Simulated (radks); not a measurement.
Species: Al II. Configuration: [Ne] 3s2 (the NIST ground configuration). Calculated with a radial shooting solver on a logarithmic mesh with Libxc functionals: non-relativistic Kohn-Sham, PBE, spin-unpolarised, spherical densities, point nucleus.

Normalised radial functions P(r) = r R(r), r in bohr:

```
   r/bohr * 1s, o 3s, + 3p (the largest magnitude, 2.59, reaches the edge; | marks zero, & curves that meet)
 0.003851                             &  *
 0.004934                             &   *
 0.006323                             &     *
 0.008103                             &      *
  0.01047                             +o       *
  0.01341                             +o         *
  0.01719                             +o           *
  0.02203                             +o              *
  0.02823                             +o                *
  0.03617                             +o                   *
  0.04635                             + o                     *
  0.05987                             + o                       *
  0.07673                             |+o                        *
  0.09832                             |&                        *
    0.126                             |&                      *
   0.1615                             o +                 *
   0.2069                            o| +           *
   0.2651                           o | +      *
   0.3425                          o  |  + *
   0.4389                          o  | *+
   0.5624                          o  |*+
   0.7207                            o*+
   0.9236                            +* o
    1.184                          +  *   o
    1.517                        +    *     o
    1.959                       +     *      o
    2.511                       +     *      o
    3.217                       +     *    o
    4.123                         +   *  o
    5.283                           + *o
     6.77                            +&
    8.675                             &
```

1s: eigenvalue -1516.2 eV, 0 radial nodes, <r> = 0.121 bohr, 90 % of the charge inside 0.215 bohr. 3s: eigenvalue -14.785 eV, 2 radial nodes at r = 0.162, 0.799 bohr, <r> = 2.38 bohr, 90 % of the charge inside 3.59 bohr. 3p (empty): eigenvalue -9.065 eV, 1 radial node at r = 0.812 bohr, <r> = 2.91 bohr, 90 % of the charge inside 4.47 bohr.
